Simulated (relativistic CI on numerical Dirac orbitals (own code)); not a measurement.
# Electric-dipole transitions in V19+

Calculated at this level of theory: Dirac-Coulomb-Breit CI, separate exchange-only KLI orbitals for each configuration, model QED, unscaled Slater integrals (own radial code, finite nucleus).

CI space (outside the closed core 1s2): 2s², 2s2p, 2p², 2p3s, 2p3p, 2s3s, 2s3p, 2s3d, 2s4s, 2s4p, 2s4d, 2s4f, 2s5s, 2s5p, 2s5d, 2s5f, 2s5g, 3s², 3s3p, 3p². Levels of other configurations are missing.

```csv
λ vac (nm),Lower,Upper,A (s⁻¹),gf,Branching (%)
1.1236,2s2p ³P°1 [3],2s4d ³D2 [42],3.02e+12,2.86e-01,58.7
1.1300,2s2p ³P°2 [4],2s4d ³D3 [43],3.98e+12,5.33e-01,77.8
1.1623,2s2p ¹P°1 [5],2s4d ¹D2 [44],3.99e+12,4.04e-01,78.0
1.4220,2s2p ³P°2 [4],2p3p ³P2 [32],3.06e+12,4.64e-01,72.3
1.4233,2s2p ³P°2 [4],2p3p ³S1 [31],3.47e+12,3.16e-01,95.7
1.4279,2s2p ³P°2 [4],2p3p ³D3 [29],2.41e+12,5.15e-01,99.8
1.4286,2s2p ³P°1 [3],2p3p ³D2 [26],2.21e+12,3.39e-01,88.9
1.4349,2s² ¹S0 [1],2s3p ¹P°1 [15],4.12e+12,3.82e-01,95.0
1.4385,2s² ¹S0 [1],2s3p ³P°1 [13],2.90e+12,2.70e-01,95.4
1.4674,2s2p ¹P°1 [5],2p3p ¹D2 [33],4.91e+12,7.92e-01,90.1
1.4834,2s2p ³P°0 [2],2s3d ³D1 [17],7.65e+12,7.57e-01,55.8
1.4872,2s2p ³P°1 [3],2s3d ³D2 [18],1.01e+13,1.68e+00,75.2
1.4878,2s2p ³P°1 [3],2s3d ³D1 [17],5.63e+12,5.61e-01,41.1
1.4978,2s2p ³P°2 [4],2s3d ³D3 [19],1.32e+13,3.11e+00,100.0
1.4988,2s2p ³P°2 [4],2s3d ³D2 [18],3.31e+12,5.58e-01,24.6
1.5459,2s2p ¹P°1 [5],2s3d ¹D2 [20],9.56e+12,1.71e+00,99.5
3.0747,2s3p ³P°2 [16],2s5d ³D3 [57],5.69e+11,5.64e-01,21.8
3.1381,2s3d ³D2 [18],2s5f ³F°3 [60],6.84e+11,7.07e-01,57.1
3.1420,2s3d ³D3 [19],2s5f ³F°4 [61],7.75e+11,1.03e+00,64.8
3.1975,2s3d ¹D2 [20],2s5f ¹F°3 [64],7.36e+11,7.90e-01,62.8
4.1856,2s3s ³S1 [11],2s4p ³P°2 [39],4.44e+11,5.83e-01,84.9
4.3616,2s3p ³P°1 [13],2s4d ¹D2 [44],3.53e+11,5.04e-01,6.9
4.3953,2s3p ¹P°1 [15],2s4d ¹D2 [44],6.59e+11,9.55e-01,12.9
4.4008,2s3p ³P°1 [13],2s4d ³D2 [42],5.69e+11,8.26e-01,11.1
4.4032,2s3p ³P°0 [14],2s4d ³D1 [41],6.29e+11,5.48e-01,12.2
4.4391,2s3p ³P°2 [16],2s4d ³D3 [43],1.13e+12,2.35e+00,22.2
4.5459,2s3d ³D1 [17],2s4f ³F°2 [45],1.90e+12,2.94e+00,82.7
4.5507,2s3d ³D2 [18],2s4f ³F°3 [46],1.99e+12,4.31e+00,86.8
4.5514,2s3d ³D2 [18],2s4f ³F°2 [45],3.51e+11,5.45e-01,15.3
4.5581,2s3d ³D3 [19],2s4f ³F°4 [47],2.27e+12,6.35e+00,99.1
4.6734,2s3d ¹D2 [20],2s4f ¹F°3 [48],2.15e+12,4.92e+00,96.9
9.6196,2s4p ³P°1 [38],2s5d ³D2 [56],1.65e+11,1.14e+00,6.3
9.6680,2s4p ¹P°1 [40],2s5d ¹D2 [58],2.16e+11,1.51e+00,8.0
9.6773,2s4p ³P°2 [39],2s5d ³D3 [57],2.31e+11,2.27e+00,8.9
9.8894,2s4d ³D1 [41],2s5f ³F°2 [59],3.47e+11,2.55e+00,28.9
9.8960,2s4d ³D2 [42],2s5f ³F°3 [60],3.66e+11,3.76e+00,30.5
9.9079,2s4d ³D3 [43],2s5f ³F°4 [61],4.13e+11,5.47e+00,34.5
10.074,2s4d ¹D2 [44],2s5f ¹F°3 [64],4.14e+11,4.40e+00,35.3
10.082,2s4f ³F°3 [46],2s5g ¹G4 [66],1.10e+11,1.51e+00,16.2
10.083,2s4f ³F°2 [45],2s5g ³G3 [62],6.28e+11,6.70e+00,91.7
10.086,2s4f ³F°3 [46],2s5g ³G4 [63],5.32e+11,7.30e+00,77.7
10.090,2s4f ³F°4 [47],2s5g ³G5 [65],6.83e+11,1.15e+01,99.9
10.124,2s4f ¹F°3 [48],2s5g ¹G4 [66],5.58e+11,7.71e+00,81.7
10.128,2s4f ¹F°3 [48],2s5g ³G4 [63],1.22e+11,1.69e+00,17.9
15.602,2s² ¹S0 [1],2s2p ¹P°1 [5],1.55e+10,1.69e-01,100.0
```

Terms are leading LS components. Brackets give the number of a level in order of energy, since labels repeat. The list gives strong lines, with weight on those to low levels, without lines whose two gauges differ by over a factor of 2.5, among the lowest 66 of 76 levels, so that lines to higher ones, which can be the strongest, are missing. Levels whose partners in the same complex of configurations lie outside the list can be far off, and so can their lines. Rates are taken at the computed energies, electric ones in the length gauge.

At this charge energies of transitions that change n are usually good to better than 1 %, and those within a shell (Δn = 0) to a few per cent.

(1) From the table, what is the radiative lifetime of 2s4d ¹D2?

## Answers

(1) The listed rates from this level add up to about 5.01e+12 s⁻¹, 98 % of its decay; with all channels τ = 1.95e-13 s.

LS names give the leading component of a level, which can be under half, so a name can repeat, a term be missing and a line seem to break the LS rules.
